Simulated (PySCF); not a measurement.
Potassium: a sound run and one with changed settings

Sound run: K⁺ [Ar], K²⁺ [Ne] 3s2 3p5. Computed with PySCF 2.14 in cc-pVTZ-X2C (6s5p3d1f, 43 functions), with the spin-free X2C one-electron Hamiltonian (Gaussian nucleus). In the sound run the correlated levels freeze [Ne] 3s2. The sound run starts from symmetry-adapted Hartree-Fock orbitals and uses a fine grid where one is needed.

Changed run: the non-relativistic Hamiltonian (point nucleus). This setting is unsound on purpose.

| species | method | sound run (hartree) | changed run (hartree) | converged |
| --- | --- | --- | --- | --- |
| K⁺ | UHF | -601.31651 | -598.43871 | yes |
| K⁺ | M06-2X | -602.07734 | -599.19977 | yes |
| K⁺ | r2SCAN | -602.03519 | -599.15780 | yes |
| K⁺ | MP2 | -601.38900 | -598.51145 | yes |
| K⁺ | CCSD(T) | -601.39846 | -598.52098 | yes |
| K²⁺ | UHF | -600.17093 | -597.29713 | yes |
| K²⁺ | M06-2X | -600.88384 | -598.01015 | yes |
| K²⁺ | r2SCAN | -600.84233 | -597.96882 | yes |
| K²⁺ | MP2 | -600.21414 | -597.34047 | yes |
| K²⁺ | CCSD(T) | -600.22188 | -597.34827 | yes |

Ionisation energy of K⁺:

| method | sound run (eV) | changed run (eV) |
| --- | --- | --- |
| UHF | 31.173 | 31.064 |
| M06-2X | 32.477 | 32.371 |
| r2SCAN | 32.459 | 32.354 |
| MP2 | 31.970 | 31.864 |
| SCS-MP2 | 31.910 | 31.804 |
| CCSD | 32.013 | 31.908 |
| CCSD(T) | 32.016 | 31.911 |

Most of the change in total energy is the relativistic energy itself. On top of that the contraction fixes the core shape for the Hamiltonian it was made with, so the changed run is not a good calculation with the other Hamiltonian either.

For comparison, NIST gives 31.625 eV between the lowest levels.
